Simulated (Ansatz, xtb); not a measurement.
**C5H7NO3: 3 structures ranked**

3 gas-phase structures of C5H7NO3, from a drawn sample of its isomers (lower ones may exist). Each was relaxed with GFN2-xTB; where two conformers were screened, the lower at r2SCAN-D4/def2-SVP is listed:

A. `COc1coc(OC)n1`, a singlet
B. `COc1ncoc1OC`, a singlet
C. `COc1cnc(OC)o1`, a singlet

Q: Make a reasoned guess at their ranking by r2SCAN-D4/def2-SVP single-point energy.

A: Calculated order at r2SCAN-D4/def2-SVP: A (0.0), C (9.4), B (40.4) kJ/mol.

Energies above the lowest of each column, in kJ/mol; the last columns are at PBE-D3(BJ)/def2-SVP geometries:

```csv
structure,GFN2-xTB,HF/STO-3G,r2SCAN-D4/def2-SVP,PBE-D3(BJ)/def2-SVP,CCSD(T)/def2-SVP + ΔMP2/def2-TZVPP
A,0.0,0.0,0.0,0.0,0.0
C,13.4,1.0,9.4,7.1,3.9
B,38.3,26.4,40.4,34.5,39.2
```

Every level run on A puts it lowest or level with the lowest. Flexible structures stand in one conformer each, not always the lowest. ΔMP2 is the change of the MP2 energy from the smaller to the larger basis.

Programs: Ansatz 0.2.0, xtb 6.7.1.
